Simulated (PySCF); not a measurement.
# Ionisation energy of Ge⁺ by level of theory

Ge⁺ [Ar] 3d10 4s2 4p1 (2P) → Ge²⁺ [Ar] 3d10 4s2 (1S), as a difference of total energies. Computed with PySCF 2.14 in x2c-QZVPPall (11s8p5d4f1g, 97 functions), with scalar relativity by spin-free X2C-1e. Correlated levels: valence: [Ar] 3d10 frozen; valence and next inner shell: [Ne] frozen. The calculations carry no spin-orbit coupling.

Problem. Order these methods by the ionisation energy they give, lowest first.
A. r2SCAN0
B. UHF
C. TPSSh
D. MP2 (valence and next inner shell)

Solution. B (15.257 eV), D (15.673 eV), C (15.817 eV), A (15.969 eV).

Errors of the correlated levels include the incompleteness of this basis and the frozen core.

For comparison: 15.789 eV (measured; NIST levels, between the centres of gravity of the two terms).
